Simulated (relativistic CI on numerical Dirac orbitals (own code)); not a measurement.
Hg XLIV: sensitivity of the levels to the model

Base calculation: Dirac-Coulomb-Breit CI, separate exchange-only KLI orbitals for each configuration, QED by a radiative potential, unscaled Slater integrals.

Configurations in the expansion (outside the closed core [Ar] 3d10): 4s2 4p6 4d, 4s2 4p6 4f, 4s2 4p5 4d2, 4s 4p6 4d2, 4s2 4p5 4d 4f, 4s 4p6 4d 4f, 4s2 4p6 5s, 4s2 4p6 5p, 4p6 4d3, 4p5 4d4, 4p5 4d3 4f, 4s 4p6 4f2, 4s 4p5 4f3, 4p6 4f3. Double excitations out of closed p, d and f shells are left out; levels of such configurations are missing from the list, as are those of other unlisted configurations, and high levels can miss mixing partners.

The lowest level and the first level of each name with at least 55 % of one term (blank where a level has no safe partner in the second run):

```csv
Level,Base (eV),Shift (eV)
4s2 4p6 4d 2D_3/2,0.000,0.000
4s2 4p6 4d 2D_5/2,29.166,-0.071
4s2 4p5 4d2 4D°_1/2,175.157,+0.322
4s2 4p5 4d2 4G°_9/2,203.857,+0.259
4s2 4p5 4d2 2H°_11/2,208.797,+0.257
4s2 4p5 4d2 2G°_9/2,218.027,+0.256
4s2 4p5 4d2 4G°_11/2,233.201,+0.191
4s2 4p5 4d2 2P°_1/2,238.443,+0.247
4s2 4p6 4f 2F°_5/2,260.431,+0.103
4s2 4p5 4d 4f 4G_5/2,409.050,+0.319
4s2 4p5 4d 4f 4D_1/2,419.768,+0.390
```

At this charge energies of transitions that change n are usually good to better than 1 %, and those within a shell (Δn = 0) to a few per cent.

Task: One thing was changed in a second run, which moved the levels as shown. Which?
A. one mean potential for all configurations
B. configuration mixing switched off
C. QED terms removed
D. Breit term removed

Result: C. QED terms removed. QED shifts follow the density of s (and p1/2) electrons at the nucleus, so configurations move by their count of such electrons; where none moves, the smaller shifts of p3/2 electrons and of j = l + 1/2 against j = l − 1/2 set the pattern.

LS names give the leading component of a level, which can be under half, so a name can repeat, a term be missing and a line seem to break the LS rules.
